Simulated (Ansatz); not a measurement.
`F[B]([SiH3])[AlH][AsH2]`. Charge 0, multiplicity 1.

```xyz
11

F     1.830    1.060    1.505
B     0.773    0.799    0.740
Si    0.603    1.780   -1.050
Al   -0.674   -0.698    1.333
As   -0.422   -2.992    0.545
H    -0.829    2.135   -1.270
H     0.976    0.811   -2.124
H     1.436    3.005   -1.201
H    -1.930   -0.371    2.255
H    -1.869   -3.009    0.071
H     0.106   -2.522   -0.804
```

Question: List the harmonic frequencies (cm⁻¹, unscaled) at PBE0-D4/def2-TZVP in Ansatz. (Best estimate.)

Answer: The calculation gave: 19, 39, 58, 84, 127, 221, 278, 312, 357, 394, 450, 461, 537, 586, 644, 752, 883, 928, 936, 980, 1257, 1897, 2192, 2199, 2202, 2215, 2216.

Question: Is this a minimum?

Answer: Yes, all 27 modes are real.

Question: Give the ideal-gas thermochemistry at 298.15 K and 1 bar (rigid rotor, harmonic oscillator; point group C1, symmetry number 1).

Answer: Zero-point energy 138.9 kJ/mol; H(298) − E = 168.3 kJ/mol; entropy 441.1 J/(mol·K), of which translation 172.6, rotation 125.6, vibration 142.9; G(298) − E = 36.7 kJ/mol. Modes under 100 cm⁻¹ are hindered rotations or soft bends, so the harmonic entropy is rough.
